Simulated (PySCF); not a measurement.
## Spin-orbit coupling and the first ionisation energy along the 5p block

Two-component X2C-1e calculated with PySCF 2.14: MP2 on generalised Hartree-Fock spinors (GMP2), with spin-orbit coupling off and on (screened by Boettger's factors); no Breit or QED terms. Values in eV; the references (NIST) lie between the lowest levels. Elements whose determinants are no pure J levels are left out.

```tsv
element	configurations	spin-free	with spin-orbit	shift	reference
In (x2c-QZVPPall-2c, [Ar] 3d10 frozen)	[Kr] 4d10 5s2 5p1 → [Kr] 4d10 5s2	5.461	5.652	0.190	5.786
Te (x2c-QZVPPall-2c, [Ar] 3d10 frozen)	[Kr] 4d10 5s2 5p4 → [Kr] 4d10 5s2 5p3	8.549	8.779	0.229	9.010
I (x2c-QZVPPall-2c, [Ar] 3d10 frozen)	[Kr] 4d10 5s2 5p5 → [Kr] 4d10 5s2 5p4	10.487	10.319	-0.168	10.451
Xe (x2c-QZVPPall-2c, [Ar] 3d10 frozen)	[Xe] → [Kr] 4d10 5s2 5p5	12.506	12.090	-0.417	12.130
```

The largest shift is at Xe, -0.417 eV, where spin-orbit coupling lowers the species with fewer electrons by more than the one with more (starting occupations closed and 5p1/2^2 5p3/2^3).

What remains against the references is mostly the basis and correlation beyond MP2.
